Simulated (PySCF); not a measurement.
## Calculated data, BClH$_{2}$OSi, BH$_{3}$OSi$_{2}$

All values are calculated (PySCF 2.14.0). Calculation on a computer-drawn molecule: the log of a Hartree-Fock and frozen-core CCSD(T) single point meant for a local Hartree-Fock minimum, with one planted fault or none, to be diagnosed. Offsets are logged minus clean, where the clean run is the same molecule without the fault. The reference is restricted for singlets and unrestricted otherwise, and also for a bond in bohr or an excited solution. Adding or removing an electron swaps singlet and doublet. The excited solution moves the top pair (singlet) or top alpha electron (doublet) to the lowest empty orbital. Highest occupied and lowest empty are orbital energies over both spins, largest force is the largest gradient component, triples share is (T) over the correlation energy, the T1 limit is 0.02 restricted and 0.045 unrestricted, electrons count all cores, a negative frequency is imaginary (commonest isotopes), and the dipole is about the centre of nuclear charge.

Common to all runs: meant charge 0; meant multiplicity 1; meant basis cc-pV(D+d)Z; logged SCF converged yes; logged spin squared 0; logged CC converged yes; logged SCF stable within its kind yes; possible faults no fault, one electron removed, one electron added, multiplicity raised by two, geometry at a saddle point, SCF held on an excited solution, minimal basis STO-3G, one bond length entered in bohr, all coordinates scaled.

(1) 
```xyz
6
formula=BClH2OSi logged_electrons=46 logged_basis_functions=84 logged_highest_occupied=-12.822 logged_lowest_empty=1.9551 logged_largest_force=1.558e-05 logged_lowest_frequency=124.34 logged_T1_diagnostic=0.016772 logged_D1_diagnostic=0.049373 logged_triples_share=0.029779 logged_dipole_magnitude=3.2093 logged_energy_HF=-849.25899 logged_energy_CCSD(T)=-849.8006 planted_fault=no_fault HF_energy_offset_from_clean_run=0 CCSD(T)_energy_offset_from_clean_run=0
O     -3.3914    -1.6184    -1.0152
B     -2.7044    -0.7338    -0.6285
Si    -1.5662     0.7916     0.0364
Cl     0.4130     0.2324    -0.1086
H     -1.8899     1.0615     1.4439
H     -1.7973     1.9730    -0.8059
```

Units: logged_highest_occupied, logged_lowest_empty in eV; logged_largest_force in hartree/bohr; logged_lowest_frequency in cm⁻¹; logged_dipole_magnitude in debye; logged_energy_HF, logged_energy_CCSD(T) in hartree; HF_energy_offset_from_clean_run, CCSD(T)_energy_offset_from_clean_run in kcal/mol.

Drawn bonds:
```tsv
atom	other atom	order
1	2	2
2	3	1
3	4	1
3	5	1
3	6	1
```

(2) 
```xyz
7
formula=BH3OSi2 logged_electrons=44 logged_basis_functions=89 logged_highest_occupied=-9.2825 logged_lowest_empty=-0.54092 logged_largest_force=3.525e-05 logged_lowest_frequency=68.456 logged_T1_diagnostic=0.01978 logged_D1_diagnostic=0.049305 logged_triples_share=0.033355 logged_dipole_magnitude=3.7366 logged_energy_HF=-679.15889 logged_energy_CCSD(T)=-679.65822 planted_fault=no_fault HF_energy_offset_from_clean_run=0 CCSD(T)_energy_offset_from_clean_run=0
O     -1.1110    -2.3083    -2.3914
B     -0.7183    -1.1971    -2.2459
Si     0.0233     0.6715    -2.0498
Si     2.3016     0.6865    -2.8803
H     -0.0237     1.0067    -0.6056
H     -0.8931     1.5736    -2.7834
H      2.7138    -0.3064    -1.8149
```

Units: logged_highest_occupied, logged_lowest_empty in eV; logged_largest_force in hartree/bohr; logged_lowest_frequency in cm⁻¹; logged_dipole_magnitude in debye; logged_energy_HF, logged_energy_CCSD(T) in hartree; HF_energy_offset_from_clean_run, CCSD(T)_energy_offset_from_clean_run in kcal/mol.

Drawn bonds:
```tsv
atom	other atom	order
1	2	2
2	3	1
3	4	1
3	5	1
3	6	1
4	7	1
```
